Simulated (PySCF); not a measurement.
## How methods differ on the ionisation energy of Rh⁷⁺

Rh⁷⁺ [Kr] 4d2 (3F) → Rh⁸⁺ [Kr] 4d1 (2D), as a difference of total energies. Computed with PySCF 2.14 in an even-tempered Gaussian basis (21 s from 0.18 bohr⁻², ratio 2.5; 15 p from 0.23 bohr⁻², ratio 2.5; 11 d from 0.23 bohr⁻², ratio 2.5; 5 f from 0.98 bohr⁻², ratio 2.7; 4 g from 1.5 bohr⁻², ratio 2.7), with the spin-free X2C one-electron Hamiltonian (Gaussian nucleus). Correlated levels: outer shells: [Ar] 3d10 frozen; virtual orbitals above 40 to 60 times the deepest correlated orbital energy dropped. The calculations carry no spin-orbit coupling.

```tsv
method	ionisation energy (eV)
UHF	115.81
LDA	116.71
PBE	116.76
PBE0	116.82
r2SCAN	116.82
MP2 (outer shells)	116.33
SCS-MP2 (outer shells)	116.29
```

Q: How much does correlation contribute at MP2 (outer shells)?

A: 116.33 − (115.81) = 0.52 eV, measured against UHF.

A first-order spin-orbit estimate (lowest level to lowest level, LS coupling) adds 0.095 eV.

For comparison: 115.1 ± 2.1 eV (theoretical estimate listed by NIST; NIST Atomic Spectra Database, ionization energies).
